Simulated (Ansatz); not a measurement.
Program: Ansatz. Geometries: PBE0-D4/def2-TZVP. ΔE: electronic, gas phase. CBS: MP2 limit from def2 TZ/QZ plus the TZ coupled-cluster correction, frozen cores. Each species was taken in one conformer, which may not be the lowest.

Consider the substitution at a C–Si bond: `NC([SiH3])[SiH2]O` + `[SiH3]S` → `NC([SiH3])S[SiH3]` + `O[SiH3]`.

```tsv
species	CCSD(T)/def2-TZVPP energy (Eh)
`NC([SiH3])[SiH2]O`	-751.39226
`[SiH3]S`	-689.20524
`NC([SiH3])S[SiH3]`	-1073.95957
`O[SiH3]`	-366.62321
```

Question: Work out ΔE.

Answer: ΔE = (-1073.95957) + (-366.62321) − (-751.39226) − (-689.20524) = 0.01472 Eh = +38.6 kJ/mol. CCSD(T)/CBS gives +36.9 kJ/mol.

Largest T1 diagnostic among the species: 0.012.

The D4 term adds −3.9 kJ/mol with B3LYP and −2.2 kJ/mol with PBE0; it sums over pairs of atoms, weighted by their polarisabilities, and B3LYP, whose exchange is more repulsive, gets the larger term. From PBE to PBE0 (25 % exact exchange), in def2-TZVPP and without D4, ΔE moves by +4.0 kJ/mol.

B3LYP here is the variant with VWN-RPA as its local correlation; programs differ in this.
